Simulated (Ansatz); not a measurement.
Start from `C[SiH2]C(=O)[SiH3]` and change one atom or group to get `O=C([SiH3])[SeH]`.

Ansatz, PBE0-D4/def2-TZVP geometries, multiplicity 1. Each molecule was computed in one conformer, which needn't be the lowest.

Scalar relativity is left out up to krypton. Spin–orbit coupling is left out; it splits and shifts lone-pair levels of the heavy atoms by tenths of an eV.

```tsv
property	`C[SiH2]C(=O)[SiH3]`
HOMO energy (B3LYP/def2-TZVPP) / eV	-6.18
LUMO energy (B3LYP/def2-TZVPP) / eV	-2.02
HOMO–LUMO gap (ωB97M-V/def2-TZVPP) / eV	9.06
LUMO energy (PBE0/def2-TZVPP) / eV	-1.80
size of the dipole moment (ωB97M-V/def2-TZVPP) / D	1.55
HOMO energy (PBE0/def2-TZVPP) / eV	-6.38
```

Q: What does the change do to each property? (Estimate.)

A: The calculation gave: 
| property | `O=C([SiH3])[SeH]` | shift |
| --- | --- | --- |
| HOMO energy (B3LYP/def2-TZVPP) / eV | -7.02 | -0.84 |
| LUMO energy (B3LYP/def2-TZVPP) / eV | -1.85 | 0.17 |
| HOMO–LUMO gap (ωB97M-V/def2-TZVPP) / eV | 9.87 | 0.81 |
| LUMO energy (PBE0/def2-TZVPP) / eV | -1.65 | 0.15 |
| size of the dipole moment (ωB97M-V/def2-TZVPP) / D | 2.63 | 1.08 |
| HOMO energy (PBE0/def2-TZVPP) / eV | -7.23 | -0.85 |

With PBE0 the HOMO falls by 0.85 eV and the LUMO rises by 0.15 eV, so the gap widens by about 1.00 eV. PBE moves the HOMO by -0.90 eV and ωB97M-V by -0.77 eV. Dipoles are sizes alone; their direction can turn.

Positive LUMOs are unbound, so they and the gaps depend on the basis.

B3LYP here is the variant with VWN-RPA as its local correlation; programs differ in this.
